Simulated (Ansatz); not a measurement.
**AlH2I (SMILES [H][Al]([H])[I]): the electronic atomisation energy, rung by rung**

The species is AlH2I (4 atoms), meant as a singlet with charge 0. SMILES: `[H][Al]([H])[I]`. Geometry: a GFN2-xTB relaxation, a rough one for these elements and not checked as a minimum.

```xyz
4

Al    0.1134    0.1896    0.0013
H     1.6492    0.2169    0.0106
H    -0.5891    1.5553   -0.0222
I    -1.1735   -1.9618    0.0104
```

Each level gives the electronic atomisation energy (eV). The values are calculated. Electronic energies at fixed atoms, without zero-point motion or spin-orbit coupling.

```json
{"level": "HF/STO-3G", "kind": "Hartree–Fock", "program": "Ansatz", "value (eV)": "12.46", "less FCI/STO-3G": "-0.60", "CPU time (all runs)": "0.62 s"}
{"level": "revPBE/STO-3G", "kind": "GGA", "program": "Ansatz", "value (eV)": "14.47", "less FCI/STO-3G": "+1.41", "CPU time (all runs)": "5 s"}
{"level": "r2SCAN/STO-3G", "kind": "meta-GGA", "program": "Ansatz", "value (eV)": "14.83", "less FCI/STO-3G": "+1.77", "CPU time (all runs)": "12 s"}
{"level": "B3LYP/STO-3G", "kind": "global hybrid", "program": "Ansatz", "value (eV)": "14.55", "less FCI/STO-3G": "+1.49", "CPU time (all runs)": "4 s"}
{"level": "PBE0/STO-3G", "kind": "global hybrid", "program": "Ansatz", "value (eV)": "14.51", "less FCI/STO-3G": "+1.45", "CPU time (all runs)": "3.3 s"}
{"level": "CAM-B3LYP/STO-3G", "kind": "range-separated hybrid", "program": "Ansatz", "value (eV)": "14.55", "less FCI/STO-3G": "+1.49", "CPU time (all runs)": "3.9 s"}
{"level": "wB97M-V/STO-3G", "kind": "range-separated hybrid", "program": "Ansatz", "value (eV)": "14.83", "less FCI/STO-3G": "+1.77", "CPU time (all runs)": "36 s"}
{"level": "B2PLYP/STO-3G", "kind": "double hybrid", "program": "Ansatz", "value (eV)": "14.02", "less FCI/STO-3G": "+0.96", "CPU time (all runs)": "4.2 s"}
{"level": "BCCD(T)/STO-3G", "kind": "coupled cluster or CI", "program": "Ansatz", "value (eV)": "13.06", "less FCI/STO-3G": "0.00", "CPU time (all runs)": "0.98 s"}
{"level": "FCI/STO-3G", "kind": "exact in the basis", "program": "Ansatz", "value (eV)": "13.06", "less FCI/STO-3G": "0.00", "CPU time (all runs)": "6 s"}
```

FCI/STO-3G is exact within its basis and frozen core, so for wave-function methods in that basis the difference is their error; functionals converge differently with the basis, so for them it is only a difference. All-electron rows without a relativistic Hamiltonian named are non-relativistic. The values span 12.46 to 14.83 eV. All rows use very small basis sets, so even the best lies far from the true value. In the correlated wave-function rows the outer d shell of I is correlated, in sets not made for it. CPU times are rough (shared hosts, several kinds of processor): they show what a rung costs within a factor of a few.
